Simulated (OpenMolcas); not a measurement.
**Cr4+ in Cs2GeF6: curves along the breathing mode**

Cr4+ with its 6 nearest fluoride ions, on the Ge site of Cs2GeF6 (a = 9.021 Å, distance in the model lattice 1.804 Å). The rest of the host is ab initio model potentials to 7.6 Å and point charges beyond; the distance is set by hand and nothing relaxes. Ligand basis ANO-RCC-VDZP.

```json
{
  "Program": "OpenMolcas",
  "Method": "SS-CASPT2, IPEA 0.25 Eh, imaginary shift 0.1 Eh (closed shells correlated: 3s 3p and the ligand valence shells)",
  "Basis": "ANO-RCC-VDZP [5s4p2d1f]",
  "Scalar Hamiltonian": "DKH2, point nucleus",
  "Active space": "2 electrons in 5 orbitals (3d)",
  "State averaging": "2S+1 = 3 even, 10 roots; 2S+1 = 1 even, 15 roots",
  "Spin-orbit coupling": "RASSI with atomic mean-field integrals over the reference wave functions"
}
```

Spin-free energies (labels of O, the rotations of Oh) in cm-1 above the lowest fitted minimum, as all ligands move together:

```json
{"R (Å)": "1.719", "3T1": "6040", "1T2": "16440", "1E": "16730", "3T2": "35390", "1A1": "30530", "3T1(2)": "45380", "1T2(2)": "46850"}
{"R (Å)": "1.759", "3T1": "1530", "1T2": "12170", "1E": "12500", "3T2": "28940", "1A1": "26220", "3T1(2)": "38900", "1T2(2)": "40350"}
{"R (Å)": "1.8", "3T1": "40", "1T2": "10680", "1E": "11030", "3T2": "25500", "1A1": "24660", "3T1(2)": "35510", "1T2(2)": "36860"}
{"R (Å)": "1.84", "3T1": "890", "1T2": "11470", "1E": "11840", "3T2": "24810", "1A1": "25380", "3T1(2)": "34790", "1T2(2)": "36040"}
{"R (Å)": "1.881", "3T1": "3530", "1T2": "14030", "1E": "14510", "3T2": "26190", "1A1": "27930", "3T1(2)": "36140", "1T2(2)": "37200"}
{"R (Å)": "1.921", "3T1": "7620", "1T2": "18000", "1E": "18480", "3T2": "29210", "1A1": "31800", "3T1(2)": "39120", "1T2(2)": "40050"}
{"R (Å)": "1.962", "3T1": "12890", "1T2": "23190", "1E": "23640", "3T2": "33690", "1A1": "36860", "3T1(2)": "43510", "1T2(2)": "44350"}
```

Cubic fits give the following; the wavenumber is harmonic, with the mass of all moving ligands, small differences in it between states hang on the degree of the fit, a number in brackets counts states of one label, and the table is a selection of at most 14 states with clean curves.

```json
{"State": "3T1", "R0 (Å)": "1.805", "Breathing mode (cm-1)": "647", "Minimum (cm-1)": "0"}
{"State": "1T2", "R0 (Å)": "1.806", "Breathing mode (cm-1)": "633", "Minimum (cm-1)": "10650"}
{"State": "1E", "R0 (Å)": "1.805", "Breathing mode (cm-1)": "636", "Minimum (cm-1)": "11010"}
{"State": "3T2", "R0 (Å)": "1.833", "Breathing mode (cm-1)": "637", "Minimum (cm-1)": "24730"}
{"State": "1A1", "R0 (Å)": "1.806", "Breathing mode (cm-1)": "632", "Minimum (cm-1)": "24630"}
{"State": "3T1(2)", "R0 (Å)": "1.833", "Breathing mode (cm-1)": "635", "Minimum (cm-1)": "34710"}
{"State": "1T2(2)", "R0 (Å)": "1.836", "Breathing mode (cm-1)": "628", "Minimum (cm-1)": "35960"}
{"State": "3A2", "R0 (Å)": "1.856", "Breathing mode (cm-1)": "644", "Minimum (cm-1)": "50220"}
{"State": "1E(2)", "R0 (Å)": "1.864", "Breathing mode (cm-1)": "623", "Minimum (cm-1)": "59990"}
{"State": "1A1(2)", "R0 (Å)": "1.868", "Breathing mode (cm-1)": "604", "Minimum (cm-1)": "73250"}
```

The minimum of 3T2 is shifted by +0.0279 Å against 3T1 (from the unrounded fits). With M = 114.0 u for the moving shell, the Huang-Rhys factor in this mode is S = M ω ΔR² / 2ħ = 0.01483 × 114.0 × 647 × 0.0279² = 0.85. Only the first shell moves, against a rigid host.

Roots that are degenerate in the reference are averaged as groups; the widest CASPT2 spread within a group is 1700 cm-1 (the 3-fold group of multiplicity 1 near 34800 cm-1 above the lowest state of its run, R = 1.921). Shifts and gaps below about the spread of the groups concerned are not significant. Over all roots computed the reference weight is 0.71 to 0.72 in R = 1.719, 0.70 to 0.72 in R = 1.759, 0.70 to 0.72 in R = 1.8, 0.69 to 0.71 in R = 1.84, 0.69 to 0.71 in R = 1.881, 0.68 to 0.70 in R = 1.921, 0.68 to 0.70 in R = 1.962; a low but even weight reflects the number of correlated electrons. An orbital triplet at a regular site is open to Jahn-Teller coupling, which can distort the site and quench the lowest spin-orbit gaps and is left out. The least metal-like active orbital is 80 % on the metal (Löwdin) and no ligand orbital is active, so the numbers are rough. Ligand-to-metal charge-transfer states are missing. With no ligand orbital active B as a rule stays too high, so bands that hang on it stand too high and its fall with covalency is understated. With one d shell and no ligand orbital active, 10Dq can be off by a tenth or more. No measured value stands beside these numbers.
